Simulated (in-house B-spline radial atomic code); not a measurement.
Rb. Computed with a B-spline radial atomic code. Model: all-electron spherical atom, spin shells full or empty, radial basis limit, no spin-orbit coupling, Breit or QED, empty-state partial waves extrapolated as (l+1/2)^-4, RPA, G0W0 and static COHSEX of the highest shell as one setting changes (uncorrelated shells keep exact exchange).

In a row where one electron alone is correlated, RPA and GW hold only self-correlation.

Given: element Rb; charge 0; filled core Kr; hamiltonian one-electron scalar X2C; mean-field start LDA VWN5; highest l of empty states 9; nuclear rms radius 4.2036 fm; highest mean-field shell 5s up.

Shell: 5s 1 0 (electrons up and down).

```csv
lowest nl shells left uncorrelated,RPA correlation energy (hartree),G0W0 level (eV),G0W0 minus most complete (meV),COHSEX level (eV)
0,-2.7078,-4.3535,0,-5.6047
1,-2.5506,-4.3535,0,-5.6046
2,?,?,?,?
3,-1.8534,-4.3532,0.3,-5.6038
4,-1.6749,-4.3579,-4.4,-5.6169
5,-1.1615,-4.3552,-1.7,-5.6114
6,?,?,?,?
7,-0.2918,-4.3348,18.7,-5.5674
8,-0.016938,-4.0783,275.2,-5.1482
```

(1) What follows for lowest nl shells left uncorrelated = 6?

(2) What follows for lowest nl shells left uncorrelated = 2?

Results:

(1) RPA correlation energy -0.41414 hartree; G0W0 level -4.3343 eV; G0W0 minus most complete 19.2 meV; COHSEX level -5.5663 eV.

(2) RPA correlation energy -2.3675 hartree; G0W0 level -4.3539 eV; G0W0 minus most complete -0.4 meV; COHSEX level -5.6061 eV.
